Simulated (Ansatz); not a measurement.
`[OH][GeH2][F]` and `O[SiH2]F` differ in one element.

Ansatz, PBE0-D4/def2-TZVP geometries, multiplicity 1. Each molecule was computed in one conformer, which needn't be the lowest.

Scalar relativity is left out up to krypton.

```json
{"property": "size of the dipole moment (PBE/def2-TZVPP) / D", "`[OH][GeH2][F]`": "1.82"}
{"property": "HOMO energy (ωB97M-V/def2-TZVPP) / eV", "`[OH][GeH2][F]`": "-11.65"}
{"property": "HOMO–LUMO gap (ωB97M-V/def2-TZVPP) / eV", "`[OH][GeH2][F]`": "13.60"}
{"property": "HOMO energy (B3LYP/def2-TZVPP) / eV", "`[OH][GeH2][F]`": "-9.04"}
{"property": "HOMO energy (PBE/def2-TZVPP) / eV", "`[OH][GeH2][F]`": "-7.62"}
{"property": "ideal-gas entropy at 298 K and 1 bar (rigid rotor, harmonic PBE0-D4/def2-TZVP) / J/(mol·K)", "`[OH][GeH2][F]`": "291"}
```

Q: Give the same properties after the change, and the shifts. (An estimate is asked.)

A: Computed: 
```csv
property,`O[SiH2]F`,shift
size of the dipole moment (PBE/def2-TZVPP) / D,1.55,-0.27
HOMO energy (ωB97M-V/def2-TZVPP) / eV,-11.63,0.02
HOMO–LUMO gap (ωB97M-V/def2-TZVPP) / eV,13.54,-0.06
HOMO energy (B3LYP/def2-TZVPP) / eV,-9.13,-0.09
HOMO energy (PBE/def2-TZVPP) / eV,-7.81,-0.19
"ideal-gas entropy at 298 K and 1 bar (rigid rotor, harmonic PBE0-D4/def2-TZVP) / J/(mol·K)",276,-15
```

Dipoles are sizes alone; their direction can turn.

B3LYP here is the variant with VWN-RPA as its local correlation; programs differ in this.
